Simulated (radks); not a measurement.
Task: Species: Ge I. Configuration: [Ar] 3d10 4s2 4p2 (the NIST ground configuration). All-electron calculation, non-relativistic Kohn-Sham, PBE, spin-polarised, spherical densities, point nucleus; open shells are filled with parallel spins first. Program: a radial shooting solver on a logarithmic mesh with Libxc functionals. Some entries of the table are withheld. Estimate them.

| orbital | occ. | eigenvalue (Ry) | <r^2> (bohr^2) | <r> (bohr) |
|---|---|---|---|---|
| 1s up | 1 | -793.9976 | 0.003068 | 0.04786 |
| 1s down | 1 | -793.9936 | 0.003068 | 0.04786 |
| 2s up | 1 | -98.25622 | 0.05387 | 0.2139 |
| 2s down | 1 | -98.25511 | 0.05387 | 0.2139 |
| 2p up | 3 | -87.47249 | 0.04199 | 0.1853 |
| 2p down | 3 | -87.46934 | 0.04199 | 0.1853 |
| 3s up | 1 | -11.96248 | 0.4652 | 0.6351 |
| 3s down | 1 | -11.95766 | 0.4649 | 0.6350 |
| 3p up | 3 | -8.39254 | 0.5002 | (1) |
| 3p down | 3 | -8.38680 | 0.4995 | (2) |
| 3d up | 5 | -2.20509 | 0.6939 | 0.7348 |
| 3d down | 5 | -2.19418 | 0.6829 | 0.7304 |
| 4s up | 1 | -0.87494 | 5.378 | (3) |
| 4s down | 1 | -0.76625 | 5.338 | (4) |
| 4p up | 2 | -0.32713 | 9.670 | 2.854 |
| 4p down | 0 | -0.21573 | 10.44 | 2.945 |

Result: 
(1) 3p up <r> (bohr): 0.6519
(2) 3p down <r> (bohr): 0.6515
(3) 4s up <r> (bohr): 2.159
(4) 4s down <r> (bohr): 2.146
